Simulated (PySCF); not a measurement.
Species: C7H8GeO.
Structure used (PBE0-D3(BJ)/def2-SVP), in Å, numbered top down from 1:
```xyz
17
C7H8GeO angstrom
Ge     3.0203   -0.9067   -0.1744
O      1.3425   -1.1558    0.4316
C      0.2960   -0.3565    0.1746
C      0.3777    0.8619   -0.5447
C     -0.7394    1.6684   -0.7940
C     -2.0311    1.3311   -0.3480
C     -2.0542    0.1406    0.3484
C     -0.9884   -0.6477    0.5965
C     -2.3096   -1.1114    1.1182
H      3.7546   -2.1353    0.3660
H      3.5738    0.4063    0.4052
H      2.9883   -0.8656   -1.7117
H      1.3486    1.1962   -0.9233
H     -0.5902    2.5935   -1.3578
H     -2.8955    1.9666   -0.5498
H     -2.5149   -1.0528    2.1977
H     -2.8181   -1.9563    0.6298
```

Computed with PySCF at wB97X-D/def2-SVPD, non-relativistic, on one gas-phase PBE0-D3(BJ)/def2-SVP geometry that isn't relaxed in the solvent. The solvent is an IEF-PCM continuum (cavity from Bondi-type radii × 1.2), and excitations are vertical TDDFT with non-equilibrium linear response and a frozen core. Specific hydrogen bonds and non-electrostatic terms are outside this model. Spin–orbit coupling is left out although an atom past zinc is present.

```json
{"run": "gas", "E − E(gas) (kcal/mol)": "0.00", "HOMO (eV)": "-8.27", "HOMO–LUMO gap (eV)": "9.78", "dipole (D)": "1.67", "lowest singlet (eV)": "5.23", "static polarisability (au)": "113.3"}
{"run": "P", "E − E(gas) (kcal/mol)": "-2.77", "HOMO (eV)": "-8.37", "HOMO–LUMO gap (eV)": "9.94", "dipole (D)": "2.03", "lowest singlet (eV)": "5.22", "static polarisability (au)": "142.3"}
{"run": "Q", "E − E(gas) (kcal/mol)": "-3.37", "HOMO (eV)": "-8.40", "HOMO–LUMO gap (eV)": "9.94", "dipole (D)": "2.12", "lowest singlet (eV)": "5.22", "static polarisability (au)": "149.2"}
```

**Question.** The runs were made in chloroform and dichloromethane. Which run belongs to which solvent?

**Answer.** P = chloroform, Q = dichloromethane. The dielectric constants are 4.711 (chloroform), 8.93 (dichloromethane), and the energy falls further as ε rises. The optical constants n² used for the excitations are 2.09, 2.03 in the same order. In this model the ground state sees the solvent through ε alone.

**Question.** How constant is the ratio of the lowering to (ε − 1)/(2ε + 1)?

**Answer.** 
| solvent | (ε − 1)/(2ε + 1) | E − E(gas) (kcal/mol) | ratio (kcal/mol) | polarisation term (kcal/mol) |
| --- | --- | --- | --- | --- |
| chloroform | 0.356 | -2.77 | -7.8 | -3.11 |
| dichloromethane | 0.420 | -3.37 | -8.0 | -3.90 |

The ratio changes by +3.2 % in size from chloroform to dichloromethane. The polarisation term is half the interaction of the solute with the induced surface charges.

On one thread, Arm Neoverse V2 (aarch64), shared host with 96 logical CPUs at a one-minute load of 31, this took 60 s and 1.3 GiB of memory at its peak. This is the whole response run at wB97X-D/def2-SVPD in dichloromethane, SCF included.

The pairwise dispersion term of wB97X-D wasn't added to the energies; at a given geometry it leaves orbitals and properties as they are.
